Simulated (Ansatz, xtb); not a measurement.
# Relative energy of two isomers of C6H5NOS

Structure a is `O=Cc1cnccc1S`, a singlet and structure b is `O=Cc1cc(S)ccn1`, a singlet. Both are isolated molecules in the gas phase, relaxed with B3LYP-D3(BJ)/def2-SVP; the shapes shown needn't be the lowest conformers.

a (Å):

```xyz
14

C     0.8591   -3.0624    1.1950
C     0.0756   -1.8310    1.0309
C    -1.2652   -1.8667    1.4673
C    -1.6496    0.2857    0.8690
C    -0.3506    0.4544    0.4013
C     0.5585   -0.6166    0.4718
N    -2.1179   -0.8550    1.3987
O     2.0251   -3.2344    0.8834
S     2.1855   -0.3623   -0.1282
H     0.2841   -3.9014    1.6577
H    -1.6445   -2.8020    1.9004
H    -2.3558    1.1219    0.8129
H    -0.0377    1.4128   -0.0184
H     2.6032   -1.6280    0.1629
```

b (Å):

```xyz
14

C     0.2730   -3.7032    0.9652
C     0.0092   -2.3285    0.4401
C    -0.7667   -1.4378    1.1892
C    -0.9980   -0.1570    0.6743
C    -0.4305    0.1539   -0.5736
C     0.3279   -0.8156   -1.2339
N     0.5516   -2.0369   -0.7485
O    -0.1463   -4.1162    2.0201
S    -1.9556    1.0768    1.5014
H     0.9038   -4.3203    0.2791
H    -1.1649   -1.7718    2.1492
H    -2.2578    0.3326    2.5887
H    -0.5760    1.1371   -1.0266
H     0.7741   -0.5821   -2.2071
```

Question: Which of the two would you expect CCSD(T)/def2-SVP + ΔMP2/def2-TZVPP electronic energies to favour?

Answer: CCSD(T)/def2-SVP + ΔMP2/def2-TZVPP gives E(b) − E(a) = +0.20 kcal/mol, slightly favouring structure a, which is too small a margin to settle the true order.

How the difference moves with the method:

| level | geometry | E(b) − E(a) (kcal/mol) | departure from the last row (kcal/mol) | job, with rough time for the two |
| --- | --- | --- | --- | --- |
| GFN2-xTB | GFN2-xTB | +3.81 | +3.62 | optimisation, 0.17 s |
| HF/STO-3G | GFN2-xTB | −3.24 | −3.44 | single point, 0.66 s |
| r2SCAN-D4/def2-SVP | GFN2-xTB | +2.96 | +2.77 | single point, 5.7 s |
| B3LYP-D3(BJ)/def2-SVP | B3LYP-D3(BJ)/def2-SVP | +2.41 | +2.21 | optimisation, 43 s |
| HF/def2-SVP | B3LYP-D3(BJ)/def2-SVP | −2.36 | −2.56 | part of the CCSD(T) run |
| MP2/def2-SVP | B3LYP-D3(BJ)/def2-SVP | −0.88 | −1.08 | part of the CCSD(T) run |
| CCSD(T)/def2-SVP | B3LYP-D3(BJ)/def2-SVP | −0.45 | −0.65 | single point |
| CCSD(T)/def2-SVP + ΔMP2/def2-TZVPP | B3LYP-D3(BJ)/def2-SVP | +0.20 |  | single point, 91 s |

As drawn, both hold the same kinds of bond in the same numbers.

The largest departure from CCSD(T)/def2-SVP + ΔMP2/def2-TZVPP is that of GFN2-xTB, 3.62 kcal/mol. The last row adds to CCSD(T) the change of the MP2 difference between the two basis sets, here +0.65 kcal/mol.

With thermal terms from frequencies at re-optimised GFN2-xTB minima (ideal gas, soft modes damped towards free rotors, one conformer each, 298.15 K, 1 atm): on the last row, ΔE + ΔZPE = −0.18, ΔH = +0.14, ΔG = −0.72 kcal/mol.

The correlated steps freeze 13 core orbitals. Codes used: Ansatz 0.2.0, xtb 6.7.1; the last row on 2 threads of Intel(R) Xeon(R) 6975P-C (Granite Rapids) on a shared host.
